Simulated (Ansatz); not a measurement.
Geometry optimisation, RKS LDA/def2-SVP (Ansatz 0.2.0).

input.yaml

```yaml
crystal:
  periodic: [false, false, false]
  atoms:
    - { symbol: Sn, position_ang: [-0.196994, 0.218766, -1.532779] }
    - { symbol: Cl, position_ang: [2.009292, -0.495554, -0.914725] }
    - { symbol: H, position_ang: [-0.685349, -0.92522, -2.720845] }
    - { symbol: H, position_ang: [-1.281598, 0.338763, -0.218114] }
    - { symbol: H, position_ang: [0.109271, 1.766069, -2.227481] }
    - { symbol: H, position_ang: [0.943613, -0.881118, 1.449441] }
    - { symbol: O, position_ang: [-0.021414, -0.934298, 1.612554] }
    - { symbol: O, position_ang: [-0.358526, 0.434438, 1.792182] }
    - { symbol: H, position_ang: [-0.518294, 0.478155, 2.759869] }
basis:
  gaussian: { orbitals: def2-SVP }
hamiltonian:
  xc: lda
relax:
  f_tol: 0.03
  max_steps: 50
output:
  orbitals: {}
```

Command:

```bash
$ ansatz run input.yaml --threads 2 --pin off --max-ram 3072MiB --backend cpu --events-out ev --progress --plain --runs-dir out
```

Where does it end, and by what steps?

It converged. After 16 steps the energy has fallen by 0.265 eV; H3 moved furthest, 0.98 Å.

```tsv
step	energy less start (eV)	largest force component (eV/Å)	accepted
0	0.0000	0.445	yes
1	-0.1118	0.571	yes
2	-0.1205	1.094	yes
3	-0.1513	0.085	yes
4	-0.1572	0.083	yes
5	-0.1653	0.208	yes
6	-0.1725	0.666	yes
7	-0.1852	0.528	yes
8	-0.2197	0.257	yes
9	-0.2311	0.558	yes
10	-0.2505	0.284	yes
11	-0.2580	0.201	yes
12	-0.2599	0.394	yes
13	-0.2620	0.267	yes
14	-0.2642	0.059	yes
15	-0.2640	0.060	no
16	-0.2650	0.015	yes
```

```xyz
9
Properties=species:S:1:pos:R:3
Sn -0.170 0.347 -1.360
Cl 2.093 0.035 -0.616
H -0.778 -1.197 -1.779
H -1.000 1.245 -0.165
H 0.120 1.271 -2.788
H 0.905 -0.724 0.914
O -0.059 -0.908 1.114
O -0.407 0.196 1.934
H -0.705 -0.266 2.746
```

Run time: 21 s on 2 threads of Arm Neoverse V1, with other jobs on the host, peak memory 0.13 GiB.
